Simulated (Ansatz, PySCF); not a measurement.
Si(H)(F)2(NHSiH3) (F2H5NSi2), SMILES F[SiH](N[SiH3])F.

The structure is a stationary point at PBE0-D3(BJ)/def2-SVP. One conformer was computed; it need not be the lowest.

Vertical ionisation energy (IE) and electron affinity (EA) in eV. Rows of orbital energies are one-electron estimates. Where ΔSCF, EOM or ADC give a negative EA the extra electron is unbound and the value depends on the basis.

```tsv
level	IE	EA
−ε(HOMO), −ε(LUMO), M06-2X/def2-TZVP (PySCF)	9.69	-0.69
−ε(HOMO), −ε(LUMO), PBE/def2-TZVP (PySCF)	6.93	0.87
ΔSCF, PBE0/def2-TZVPD (Ansatz), final states of multiplicity 2 and 2	10.43	-0.97
ΔSCF, PBE/def2-TZVPD (Ansatz), final states of multiplicity 2 and 2	10.15	-0.80
```

### Question
What vertical singlet–triplet gap does ΔSCF give with PBE0/def2-TZVPD (Ansatz, a first-principles code) and with PBE/def2-TZVPD (Ansatz)? (Estimate from the structure and the level; the computed values follow.)

### Answer
6.26 and 5.87 eV (triplet above singlet where positive).
